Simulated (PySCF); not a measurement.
GeH₇NSi₂, SMILES [NH]1[GeH2][SiH2][SiH2]1.

Coordinates come from a ωB97X-D3(BJ)/def2-SVP optimisation. The structure was generated by enumeration, and PubChem lists no compound with its InChIKey, so it may never have been made.

These are PySCF with ωB97X/def2-TZVP values and carry that method's errors.

Symmetry labels are those of the subgroup Cs that the program uses (full group Cs).

Computed valence orbital energies around the gap with their symmetry:
| orbital | symmetry | energy (eV) |
|---|---|---|
| HOMO−7 | A' | -14.85 |
| HOMO−6 | A" | -13.19 |
| HOMO−5 | A' | -12.29 |
| HOMO−4 | A" | -12.11 |
| HOMO−3 | A" | -12.00 |
| HOMO−2 | A' | -10.97 |
| HOMO−1 | A" | -9.54 |
| HOMO | A' | -9.52 |
| LUMO | A' | 1.34 |
| LUMO+1 | A' | 1.95 |
| LUMO+2 | A" | 1.97 |
| LUMO+3 | A' | 2.83 |
